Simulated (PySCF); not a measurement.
## Radial density of Tl²⁺ (thallium, charge +2)

UHF, [Xe] 4f14 5d10 6s1, 2S determinant. Computed with PySCF 2.14 in def2-TZVP with the def2 core potential (60 electrons), with a scalar-relativistic core potential. This is the valence pseudo-density: the core potential removes the inner electrons and smooths the orbitals near the nucleus.

| r (bohr) | 4πr²ρ (e/bohr) | 4πr²(ρα − ρβ) |
| --- | --- | --- |
| 0.0282 | 1.329e-05 | 0.0000 |
| 0.0474 | 2.172e-05 | 0.0000 |
| 0.0798 | 5.958e-05 | 0.0000 |
| 0.134 | 0.0004866 | 0.0000 |
| 0.226 | 0.009022 | 0.0001 |
| 0.380 | 0.3824 | 0.0088 |
| 0.639 | 9.276 | 0.1139 |
| 1.07 | 18.40 | -0.0816 |
| 1.81 | 5.037 | 0.5607 |
| 3.04 | 0.4980 | 0.2883 |
| 5.11 | 0.009259 | 0.0086 |
| 8.60 | 1.542e-05 | 0.0000 |

Energies and moments cover only the electrons outside the core potential. Spin-orbit coupling, which splits the p, d and f shells strongly at this Z, is absent.

Question: Where is the radial spin density 4πr²(ρα − ρβ) most negative, and why is it negative at all?

Answer: Around r = 1.07 bohr, down to -0.0816 e/bohr: exchange with the open shell polarises the paired shells in an unrestricted calculation.
